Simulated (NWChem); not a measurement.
System: SnH$_{3}$O$_{2}$F; SMILES [OH][SnH]([F])[OH]

```xyz
7

Sn     0.0006    -0.0332    -0.2519
O     -0.1951    -1.8167     0.5404
O      1.6148     0.8326     0.4700
F     -1.4105     1.0978     0.4455
H     -0.1016    -0.1490    -1.9378
H      0.0292    -1.8279     1.4790
H      1.3797     1.6316     0.9593
```
Atoms are numbered in this order, from 1.

All runs: NWChem. Coordinates come from a PBE0/def2-SVP optimisation. Not confirmed as a minimum by frequencies. def2 effective core potentials on Sn; no spin-orbit coupling. Ions are spin-unrestricted doublets at the neutral geometry; other ion states weren't tried.

For level B3LYP/def2-SVP:

- −ε(HOMO) (eV): 8.49

Estimate the same quantities for level PBE/def2-SVP.


| Quantity | Value |
|---|---|
| −ε(HOMO) (eV) | 7.01 |
